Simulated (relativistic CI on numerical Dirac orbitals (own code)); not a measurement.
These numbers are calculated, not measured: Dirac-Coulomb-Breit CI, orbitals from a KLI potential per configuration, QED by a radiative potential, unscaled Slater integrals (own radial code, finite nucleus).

Configuration list (outside the closed core [Ne]): 3s2 3p6 3d10, 3s2 3p6 3d9 4s, 3s2 3p6 3d9 4p, 3s2 3p6 3d9 4d, 3s2 3p6 3d8 4s2, 3s2 3p6 3d9 4f, 3s2 3p5 3d10 4s, 3s2 3p6 3d8 4s 4p, 3s2 3p6 3d9 5s, 3s2 3p6 3d8 4p2, 3s2 3p5 3d10 4p, 3s2 3p6 3d9 5p, 3s2 3p6 3d8 4s 4d, 3s2 3p6 3d9 5d, 3s2 3p6 3d8 4p 4d, 3s2 3p6 3d9 5f, 3s2 3p5 3d10 4d, 3s2 3p6 3d9 5g, 3s2 3p5 3d9 4s2, 3s 3p6 3d10 4s, 3s2 3p6 3d9 6s, 3s2 3p6 3d8 4d2, 3s2 3p6 3d9 6p, 3s2 3p5 3d9 4s 4p, 3s2 3p6 3d9 6d, 3s 3p6 3d10 4p, 3s2 3p5 3d10 4f, 3s2 3p5 3d9 4p2, 3s2 3p5 3d9 4s 4d, 3s 3p6 3d9 4s2, 3s2 3p5 3d10 5s, 3s2 3p5 3d9 4p 4d, 3s 3p6 3d10 4d, 3s 3p6 3d9 4s 4p, 3s2 3p5 3d10 5p, 3s2 3p4 3d10 4s2. Levels of other configurations are missing.

At this charge energies of transitions that change n are usually good to better than 1 %, and those within a shell (Δn = 0) to a few per cent.

Outline of the computed level scheme of Pd XIX. Lowest level of each configuration: 3s2 3p6 3d10 1S_0 at 0.000 eV; 3s2 3p6 3d9 4s 3D_3 at 318.345 eV; 3s2 3p6 3d9 4p 3P°_2 at 355.317 eV; 3s2 3p6 3d9 4d 3S_1 at 421.012 eV; 3s2 3p6 3d9 4f 3P°_0 at 485.707 eV.

Some strong electric-dipole decays among the lowest 45 levels: 3s2 3p6 3d9 4p 1P°_1 → 3s2 3p6 3d10 1S_0 (8.8e+11 s⁻¹); 3s2 3p6 3d9 4p 3D°_1 → 3s2 3p6 3d10 1S_0 (1.6e+11 s⁻¹); 3s2 3p6 3d9 4d 3G_4 → 3s2 3p6 3d9 4p 3F°_3 (7.7e+10 s⁻¹); 3s2 3p6 3d9 4f 3H°_5 → 3s2 3p6 3d9 4d 3G_4 (7.5e+10 s⁻¹); 3s2 3p6 3d9 4f 3H°_6 → 3s2 3p6 3d9 4d 3G_5 (7.4e+10 s⁻¹); 3s2 3p6 3d9 4d 3G_5 → 3s2 3p6 3d9 4p 3F°_4 (7.0e+10 s⁻¹); 3s2 3p6 3d9 4d 1G_4 → 3s2 3p6 3d9 4p 3F°_3 (7.0e+10 s⁻¹); 3s2 3p6 3d9 4f 3G°_5 → 3s2 3p6 3d9 4d 3F_4 (6.3e+10 s⁻¹).

LS names give the leading component of a level, which can be under half, so a name can repeat, a term be missing and a line seem to break the LS rules.
